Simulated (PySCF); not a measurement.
A structure optimised at B3LYP-D3(BJ)/def2-SVPD, used in a PySCF frequency run:

```
Ga
Cl 1 2.3120
Cl 1 2.3120 2 108.06
Cl 1 2.3120 2 108.06 3 -116.70
```
Charge -1, spin multiplicity 2.

**Question.** Write its SMILES, formula and point group.

**Answer.** [Cl][Ga-]([Cl])[Cl], Cl3Ga, C3v

**Question.** What are its rotational constants (standard atomic weights)?

**Answer.** 1.8261, 1.8261, 1.0179 GHz
